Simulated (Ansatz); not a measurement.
Relaxation of H6OSSi3 (11 atoms, charge 0, multiplicity 1), to a largest force component of 0.02 eV/Å in at most 50 steps.

Method: Ansatz 0.2.0, RKS B3LYP-D4/def2-SVP.

```xyz
11
Properties=species:S:1:pos:R:3:forces:R:3
O -1.601 1.781 0.900 -4.04 1.57 -0.34
Si -0.270 1.173 0.265 1.16 0.06 -0.85
Si 0.257 -0.873 1.038 2.19 -0.32 1.58
Si 0.836 -1.028 -1.170 -2.44 -1.45 -0.14
S -0.809 0.354 -1.657 0.31 -0.11 -0.67
H -2.416 1.826 0.289 1.87 -0.03 1.51
H 0.852 2.169 0.134 -0.18 -0.14 0.15
H 1.511 -0.925 1.956 -0.83 -0.14 -0.28
H -0.847 -1.709 1.551 -0.18 -0.11 -0.12
H 0.487 -2.362 -1.753 0.39 0.15 -0.31
H 2.066 -0.462 -1.531 1.76 0.52 -0.53
```

Q: Where does it end, and by what steps?

A: The run converged. After 11 steps the energy has fallen by 0.808 eV; H11 moved furthest, 0.71 Å.

```
step  energy less start (eV)  largest force component (eV/Å)  accepted
   0                  0.0000                           4.042       yes
   1                 -0.6117                           1.387       yes
   2                 -0.6905                           0.415       yes
   3                 -0.7434                           0.316       yes
   4                 -0.7809                           0.229       yes
   5                 -0.7392                           1.699        no
   6                 -0.7950                           0.164       yes
   7                 -0.8042                           0.060       yes
   8                 -0.8061                           0.092       yes
   9                 -0.8042                           0.176        no
  10                 -0.8079                           0.027       yes
  11                 -0.8083                           0.006       yes
```

```xyz
11
Properties=species:S:1:pos:R:3
O -1.800 1.918 0.694
Si -0.300 1.347 0.249
Si 0.410 -0.762 1.049
Si 0.778 -1.154 -1.245
S -0.236 0.690 -1.840
H -2.551 1.321 0.580
H 0.605 2.498 0.491
H 1.559 -0.859 1.997
H -0.733 -1.573 1.572
H 0.122 -2.341 -1.866
H 2.211 -1.143 -1.660
```

Whether the end is a true minimum wasn't checked by a vibrational analysis.

Run time: 49 s on 2 threads of Arm Neoverse V1, on a shared host, peak memory 0.29 GiB.
